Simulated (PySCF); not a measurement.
C4H8O2. Atoms are numbered in the order given.

```xyz
14

C      2.3790    -0.3167     0.4434
O      1.0777    -0.8400     0.3311
C      0.1970     0.0118    -0.3165
C     -0.4637     1.1368     0.4583
C     -1.2384    -0.0986     0.0402
O     -2.1505    -0.0272    -1.0079
H      2.8359    -0.1335    -0.5491
H      2.9901    -1.0563     0.9805
H      2.3928     0.6368     1.0063
H      0.4169     0.2085    -1.3766
H     -0.2102     1.2399     1.5170
H     -0.6697     2.0675    -0.0778
H     -1.4642    -0.8230     0.8359
H     -2.9518     0.3980    -0.6746
```
Charge 0, spin multiplicity 1.

Coordinates come from a B3LYP-D3(BJ)/def2-SVP optimisation. Other conformers were not sampled.

All values below come from SMD-B3LYP/6-31G* (PySCF).

Solvation free energies are E(SMD) − E(gas) at the gas-phase geometry, for 1 M in both phases. In vacuum the dipole moment is 1.93 D.

Computed solvation free energies in water, methanol, ethylethanoate:
| solvent | ΔG(solv) (kcal/mol) | its non-electrostatic (CDS) part | dipole (D) |
|---|---|---|---|
| water | -5.8 | 3.6 | 2.58 |
| methanol | -7.7 | 1.4 | 2.55 |
| ethylethanoate | -5.3 | -1.9 | 2.19 |
